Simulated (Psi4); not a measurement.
Noncovalent pair: H2S (SMILES S) (first 3 atoms) with CH2O2 (SMILES O=CO); geometry from B3LYP-D3(BJ)/def2-TZVP.
(charge 0, multiplicity 1):
```xyz
8

S      0.17159     0.50637    -0.42564
H      0.09049    -0.71358     0.13820
H     -1.15546     0.57070    -0.62406
O     -0.20787    -1.39423     2.45421
C     -0.22292    -0.46165     3.21363
O     -0.10716     0.82344     2.87770
H     -0.33682    -0.55660     4.30164
H     -0.00523     0.89422     1.90147
```

These are SAPT0/jun-cc-pV(D+d)Z in Psi4 1.11 values and carry that method's errors.

**Question.** Which attractive term is largest, and how does the interaction split up?

**Answer.** electrostatics -412.9, exchange 493.2, induction -166.8, dispersion -119.1, total -205.6 meV; the largest attraction is electrostatics.
